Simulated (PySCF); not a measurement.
Compound: (Me)2Sn(OSiH2)2O, C2H10O3Si2Sn.
Cartesian coordinates in Å at the PBE0-D3(BJ)/def2-SVP level; atoms count from 1:
```xyz
18
C2H10O3Si2Sn angstrom
Sn    -0.7629   -0.4855    0.1006
C     -2.4773    0.0255   -1.0533
C     -0.7483   -2.1046    1.4815
O      0.7595   -0.7550   -1.1590
Si     2.1305    0.1378   -1.3625
O      2.1390    1.4136   -0.2971
Si     1.2062    2.0301    0.9322
O     -0.1803    1.1505    1.0786
H     -2.2778    0.9778   -1.5623
H     -3.3537    0.1346   -0.4002
H     -2.6673   -0.7586   -1.7990
H      0.1212   -1.9827    2.1414
H     -1.6678   -2.1053    2.0823
H     -0.6633   -3.0527    0.9328
H      3.3316   -0.7057   -1.0978
H      2.1837    0.6863   -2.7482
H      1.9918    1.9628    2.1990
H      0.8788    3.4481    0.6085
```

Computed, not measured: PySCF 2.14.0, PBE0-D3(BJ)/def2-SVP geometry optimisation, gas phase, def2 core potentials past Kr.

(1) Which atoms are bound to Sn1, and at what distances?

(2) List the angles at Sn1.

(3) What is the shape at Sn1?

(4) What are the other bond lengths?

(5) Give some angles away from the centre.

(6) What are the rotational constants (commonest isotopes, rigid rotor)?

Results:

(1) 4 atoms: O8 1.993 Å, O4 1.994 Å, C3 2.128 Å, C2 2.129 Å. The nearest atom not counted as bound is H12, at 2.68 Å (others tie with it).

(2) 
```csv
angle,degrees,distance of the outer atoms (Å)
C2–Sn1–C3,122.7,3.74
C2–Sn1–O4,107.7,3.33
C2–Sn1–O8,107.7,3.33
C3–Sn1–O8,107.7,3.33
C3–Sn1–O4,107.6,3.33
O4–Sn1–O8,101.4,3.09
```

(3) Distorted tetrahedral: angles from 101.4° to 122.7°; τ4 = (360° − α − β)/141° = 0.92 with α and β the two widest (0 for a square, 1 for a tetrahedron).

(4) C2–H9 and 5 like bonds 1.098 Å; O4–Si5, Si7–O8 1.649 Å; Si5–O6, O6–Si7 1.662 Å; Si5–H15 and 3 like bonds 1.491 Å.

(5) Sn1–O4–Si5 129.8°, O4–Si5–O6 109.9°, Si5–O6–Si7 139.1°.

(6) A = 1424, B = 725.0, C = 621.5 MHz: an asymmetric top.

Point group: near Cs, missed by 0.17 Å at most; the miss may be what the optimiser left on a soft mode. Charge 0, singlet. Whether it is a minimum is left open (no frequencies).

Time: 7.5 min wall; peak memory 0.81 GiB. Hardware: an Intel Xeon at 2.50 GHz with one thread, shared host with 64 logical CPUs at a one-minute load of 56. This is the geometry optimisation.

One conformer stands for the species.
